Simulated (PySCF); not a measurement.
## Ionisation energy of Mn⁺ by level of theory

Mn⁺ [Ar] 3d5 4s1 (7S) → Mn²⁺ [Ar] 3d5 (6S), as a difference of total energies. Calculation: PySCF 2.14, in def2-SVP (5s3p2d1f, 31 functions); the non-relativistic Hamiltonian (point nucleus). Correlated levels: valence: [Ar] frozen. The calculations carry no spin-orbit coupling.

```csv
method,ionisation energy (eV),difference from reference (eV)
UHF,14.591,-1.049
PBE0,15.526,-0.114
r2SCAN,15.600,-0.040
MP2 (valence),14.770,-0.870
SCS-MP2 (valence),14.651,-0.989
```

Reference: 15.640 eV (measured; NIST Atomic Spectra Database, ionization energies).

These non-relativistic numbers lack the scalar-relativistic shift.

Errors of the correlated levels include the incompleteness of this basis and the frozen core.
